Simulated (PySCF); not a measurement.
Si(OH)2(PH2)2 (H6O2P2Si), SMILES O[Si](O)(P)P.

The structure is a stationary point at B3LYP-D3(BJ)/def2-SVP. The structure was generated by enumeration, and PubChem lists no compound with its InChIKey, so it may never have been made. Other conformers were not sampled.

Computed with PySCF with B3LYP-D3(BJ)/def2-SVP.

Frequencies are harmonic and unscaled.

Computed vibrational spectrum:
```
mode  ν (cm⁻¹)  IR (km/mol)  Raman (Å⁴/amu)  depolarisation  moving atoms (share of kinetic energy)
----  --------  -----------  --------------  --------------  --------------------------------------
1          101          2.5             2.4            0.61                  H 47 %, P 36 %, O 12 %
2          118          2.1             1.5            0.75                           H 85 %, O 9 %
3          130          6.9             1.0            0.64                          H 64 %, P 27 %
4          163          3.9             0.9            0.49                  O 57 %, P 21 %, H 20 %
5          190          1.6             1.0            0.47         O 42 %, Si 26 %, H 16 %, P 16 %
6          232          7.5             1.5            0.62                  H 44 %, O 27 %, P 25 %
7          246         19.8             5.8            0.47                  H 49 %, O 28 %, P 18 %
8          267        106.8             3.4            0.49                  H 58 %, O 29 %, P 12 %
9          339         98.3             7.0            0.22                  H 45 %, O 29 %, P 25 %
10         413         77.9            16.9            0.05         O 31 %, P 30 %, Si 26 %, H 13 %
11         496         71.2             8.3            0.66                 Si 52 %, H 24 %, P 23 %
12         636         22.1             6.2            0.74                                  H 85 %
13         662          7.8             6.5            0.68                          H 84 %, P 12 %
14         707         12.1            15.0            0.74                                  H 91 %
15         712         41.0            11.2            0.74                           H 88 %, O 8 %
16         782        186.1             3.8            0.40                          H 47 %, O 45 %
17         841        299.0             2.3            0.75                 H 71 %, O 17 %, Si 12 %
18         871         31.7             2.2            0.16                 H 43 %, Si 29 %, O 28 %
19         927         74.6             1.8            0.66                 Si 46 %, O 42 %, H 12 %
20        1092         21.9            23.1            0.72                                  H 97 %
21        1095         19.2            36.4            0.74                                  H 97 %
22        2359         56.7           224.3            0.17                                  H 97 %
23        2377         15.9            52.4            0.22                                  H 97 %
24        2379         59.9           172.2            0.34                                  H 97 %
25        2390         56.4           109.0            0.71                                  H 97 %
26        3848         85.4           134.3            0.40                                  H 94 %
27        3854         77.2           135.4            0.22                                  H 94 %
```
